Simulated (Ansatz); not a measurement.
Total energies of Cu2(OH)4 (Cu₂O₄H₄) from Ansatz at PBE-D4/def2-TZVP, gas phase (1 Eh = 27.2114 eV = 2625.5 kJ/mol). The reference geometry is relaxed at PBE-D4/def2-SVP.

```json
{"state": "charge 0 triplet", "geometry": "reference", "energy (Eh)": "-3583.76044"}
{"state": "charge 1 quartet", "geometry": "reference", "energy (Eh)": "-3583.43405"}
{"state": "charge 0 singlet", "geometry": "relaxed at PBE-D4/def2-SVP", "energy (Eh)": "-3583.74621"}
{"state": "free Cu atom (doublet)", "geometry": "–", "energy (Eh)": "-1640.24447"}
{"state": "free O atom (triplet)", "geometry": "–", "energy (Eh)": "-75.00967"}
{"state": "free H atom (doublet)", "geometry": "–", "energy (Eh)": "-0.49962"}
```

(1) Work out the vertical ionisation energy to the quartet.

(2) Which of the charge 0 states is lowest, and how far above it are the others?

(3) What is the binding energy per atom against free atoms?

(1) E(charge 1 quartet) − E(charge 0 triplet) = -3583.43405 − (-3583.76044) = 0.32639 Eh = 8.88 eV. For comparison, −ε of the highest occupied level of the spin that leaves is 5.99 eV at this level, 2.89 eV less.

(2) The triplet. singlet: -3583.74621 − (-3583.76044) = 0.01423 Eh = 37.4 kJ/mol.

(3) Atoms: 2 × (-1640.24447) + 4 × (-75.00967) + 4 × (-0.49962) = -3582.52610 Eh. Binding: -3582.52610 − (-3583.76044) = 1.23434 Eh = 33.59 eV, or 3.36 eV for each of 10 atoms (no zero-point energy, no counterpoise term).

The restricted singlet is unstable towards broken spin symmetry in Hartree–Fock (as tested in another run); at PBE-D4/def2-TZVP this wasn't settled.
